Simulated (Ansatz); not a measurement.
Geometry optimisation, Ansatz 0.2.0, RKS B3LYP/6-31G*.

Input:

```yaml
crystal:
  periodic: [false, false, false]
  atoms:
    - { symbol: B, position_ang: [0.060015, 0.336458, -0.348194] }
    - { symbol: F, position_ang: [-0.701038, 0.840611, 0.621852] }
    - { symbol: H, position_ang: [1.241478, 0.49354, -0.265697] }
    - { symbol: H, position_ang: [-0.49072, -0.117379, -1.306823] }
    - { symbol: "N", position_ang: [-0.134955, -1.865181, 1.278055] }
    - { symbol: H, position_ang: [-0.824364, -2.529767, 0.940074] }
    - { symbol: Si, position_ang: [1.21484, -2.493054, 2.199789] }
    - { symbol: H, position_ang: [1.720548, -3.689015, 1.47543] }
    - { symbol: H, position_ang: [2.263961, -1.443543, 2.265621] }
    - { symbol: H, position_ang: [0.901211, -2.898153, 3.604447] }
    - { symbol: H, position_ang: [-0.617676, -1.025417, 1.643046] }
basis:
  gaussian: { orbitals: "6-31G*" }
hamiltonian:
  xc: b3lyp
relax:
  f_tol: 0.03
  max_steps: 50
output:
  orbitals: {}
```

Run as:

```bash
$ ansatz run input.yaml --threads 1 --pin off --max-ram 2048MiB --backend cpu --events-out ev --progress --plain --runs-dir out
```

Task: Where does it end, and by what steps?

Result: The run converged. The force dipped under the threshold on the way, but the program's further checks kept it going. After 21 steps the energy has fallen by 0.511 eV; H4 moved furthest, 1.26 Å. Joined: B1–N5 (2.74 → 1.71 Å).

| step | energy less start (eV) | largest force component (eV/Å) | accepted |
| --- | --- | --- | --- |
| 0 | 0.0000 | 0.810 | yes |
| 1 | -0.0246 | 1.078 | yes |
| 2 | -0.1523 | 1.185 | yes |
| 3 | -0.2912 | 0.883 | yes |
| 4 | -0.3815 | 0.695 | yes |
| 5 | -0.4240 | 0.286 | yes |
| 6 | -0.4260 | 0.324 | yes |
| 7 | -0.4549 | 0.200 | yes |
| 8 | -0.4618 | 0.333 | yes |
| 9 | -0.4766 | 0.169 | yes |
| 10 | -0.4796 | 0.049 | yes |
| 11 | -0.4808 | 0.030 | yes |
| 12 | -0.4830 | 0.073 | yes |
| 13 | -0.4740 | 0.583 | no |
| 14 | -0.4881 | 0.051 | yes |
| 15 | -0.4915 | 0.204 | yes |
| 16 | -0.4948 | 0.342 | yes |
| 17 | -0.5006 | 0.274 | yes |
| 18 | -0.5061 | 0.218 | yes |
| 19 | -0.5105 | 0.029 | yes |
| 20 | -0.5109 | 0.048 | yes |
| 21 | -0.5111 | 0.030 | yes |

```xyz
11
Properties=species:S:1:pos:R:3
B 0.126 -0.362 -0.005
F -0.863 0.617 -0.003
H 1.252 0.053 0.213
H 0.043 -1.183 -0.896
N -0.225 -1.275 1.400
H -1.068 -1.823 1.221
Si 1.202 -2.273 1.913
H 1.825 -2.829 0.698
H 2.101 -1.369 2.660
H 0.719 -3.366 2.796
H -0.479 -0.583 2.110
```

Whether the end is a true minimum wasn't checked by a vibrational analysis.

Time of the run: 61 s on 1 thread of AMD EPYC 7R43 64-Core Processor (Zen 3), on a shared host, peak memory 0.17 GiB.
